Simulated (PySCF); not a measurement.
**Atomic charges by several schemes**

Compound: C9H16P (charge +1).
Cartesian coordinates in Å at the PBE0-D3(BJ)/def2-SVP level; atoms count from 1:
```xyz
26
C9H16P angstrom
C      4.422   -1.914   -0.921
C      3.082   -1.403   -0.794
C      1.947   -0.970   -0.685
P      0.374   -0.350   -0.531
C     -0.696   -0.754    0.882
C     -2.170   -1.104    0.744
C     -2.801   -0.979   -0.634
C     -0.152    0.676    0.867
C     -1.026    1.891    0.660
C     -0.240    3.130    0.272
H      5.085   -1.438   -0.182
H      4.814   -1.702   -1.928
H      4.439   -3.003   -0.761
H     -0.283   -0.078   -1.741
H     -0.147   -1.395    1.584
H     -2.287   -2.140    1.095
H     -2.714   -0.476    1.471
H     -2.318   -1.655   -1.358
H     -3.861   -1.264   -0.588
H     -2.767    0.044   -1.038
H      0.678    0.836    1.570
H     -1.556    2.055    1.615
H     -1.812    1.680   -0.081
H      0.523    3.377    1.026
H     -0.906    3.999    0.177
H      0.273    2.996   -0.694
```

Density: PBE0/pcSseg-1 (PySCF); schemes: Mulliken, IAO, Hirshfeld and ESP-fitted. Isolated species at its PBE0-D3(BJ)/def2-SVP geometry (one conformer only).

Question: Atoms with like bonding are taken together and averaged. For which atoms does the sign change between the 4 schemes (beyond +0.03 e in one, beyond −0.03 e in another)?

Answer: C2.

Question: Which atoms carry the highest charge in the Mulliken, IAO, Hirshfeld and ESP-fitted schemes?

Answer: All schemes agree: Mulliken P4 (+0.584); IAO P4 (+0.944); Hirshfeld P4 (+0.411); ESP-fitted P4 (+0.585).

Question: Which atoms carry the lowest charge in the Mulliken, IAO, Hirshfeld and ESP-fitted schemes?

Answer: The schemes don't all agree: Mulliken C5/C8 (-0.342); IAO C1 (-0.443); Hirshfeld C3 (-0.130); ESP-fitted C1 (-0.551).

Question: Tabulate the Mulliken, IAO, Hirshfeld and ESP-fitted charges.

Answer: In e; atoms taken as equivalent share a row and are averaged (×n: the atom named and its like, n in all):

```tsv
atom	environment	Mulliken	IAO	Hirshfeld	ESP-fitted
C1	propargylic carbon	-0.192	-0.443	-0.065	-0.551
C2	alkyne carbon	-0.131	+0.146	+0.076	+0.398
C3	alkyne carbon	-0.255	-0.405	-0.130	-0.537
P4	phosphonium phosphorus	+0.584	+0.944	+0.411	+0.585
C5/C8	sp3 carbon bound to phosphorus	-0.342	-0.252	-0.020	-0.179
C6/C9	chain CH2 carbon	-0.202	-0.253	-0.049	-0.011
C7/C10	methyl carbon	-0.297	-0.414	-0.105	-0.425
H11/H12/H13	methyl hydrogen	+0.195	+0.206	+0.091	+0.222
H14	P–H hydrogen	+0.178	+0.057	+0.076	+0.141
H15/H21	methine hydrogen	+0.206	+0.188	+0.077	+0.174
H16/H22	methylene hydrogen	+0.171	+0.169	+0.065	+0.107
H17/H23	methylene hydrogen	+0.153	+0.152	+0.055	+0.086
H18 (×6)	methyl hydrogen	+0.142	+0.151	+0.052	+0.132
```

Mean size of the charges over all atoms: IAO 0.245 e, ESP-fitted 0.217 e, Mulliken 0.212 e, Hirshfeld 0.080 e. Each set sums to the total charge, 1, to within 0.001 e. The ESP scheme fits charges at the nuclei, held to the total charge, to the electrostatic potential on points at 1.4 to 2.0 times the van der Waals radii. The Hirshfeld scheme weights the molecular density at each point by an atom's share of the summed free-atom densities.

Some averages cover members that differ in this geometry: C7/C10, ESP-fitted -0.472 to -0.377; C5/C8, ESP-fitted -0.219 to -0.139; H18 (×6), ESP-fitted +0.093 to +0.171; C7/C10, Mulliken -0.331 to -0.263 e.

Question: Sum the charges by element, for elements with more than one atom.

Answer: 
```csv
element,atoms,Mulliken,IAO,Hirshfeld,ESP-fitted
C,9,-2.260,-2.540,-0.468,-1.920
H,16,+2.676,+2.597,+1.057,+2.335
```

Question: How many electrons does the Mulliken scheme count on C5?

Answer: Its own charge is -0.342 e, so Z − q = 6.342.

Question: How closely do the schemes follow one another over all atoms?

Answer: Correlation coefficient and root-mean-square difference: IAO with Hirshfeld 0.96, 0.201 e; Mulliken with IAO 0.93, 0.118 e; IAO with ESP-fitted 0.91, 0.122 e; Mulliken with Hirshfeld 0.87, 0.152 e; Hirshfeld with ESP-fitted 0.86, 0.188 e; Mulliken with ESP-fitted 0.80, 0.163 e.
